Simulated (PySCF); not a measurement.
Working with the constants of KSr⁻

RHF-CCSD(T) constants of KSr⁻, ¹Σ⁺ (singlet), closed shell (PySCF, scalar-relativistic core potentials, basis sets K def2-SVPD, Sr def2-SVPD with ECP28; masses 38.9637 and 87.9056 u):

- ωe: 45.4 cm⁻¹
- ωexe: 0.105 cm⁻¹
- Be: 0.02644 cm⁻¹
- αe: 0.000151 cm⁻¹
- D (centrifugal): 3.59e-08 cm⁻¹
- De to K⁻ + Sr: 0.340 eV

Task: Estimate the standard entropy (1 bar) and heat capacity of the ideal gas at 1000 K, rigid rotor with B0 and harmonic oscillator at the fundamental.

Result: Translation (Sackur–Tetrode, M = 126.87 u): 194.4 J/(mol K). Rotation: q = kT/(σB0) = 26400 with σ = 1, 93.0. Vibration: x = hcν0/kT = 0.0650, 31.04. S° = 318.4 J/(mol K); Cp = 7R/2 + 8.31 = 37.4 J/(mol K).

Correlated steps freeze 5 core orbitals. The bond is weak. Basis-set superposition, not corrected here, can be much of De in a small basis, most of all at correlated wavefunction levels. For an ion De counts to the pair picked by the measured ionisation energies or electron affinities, which need not be the lowest pair at this level.
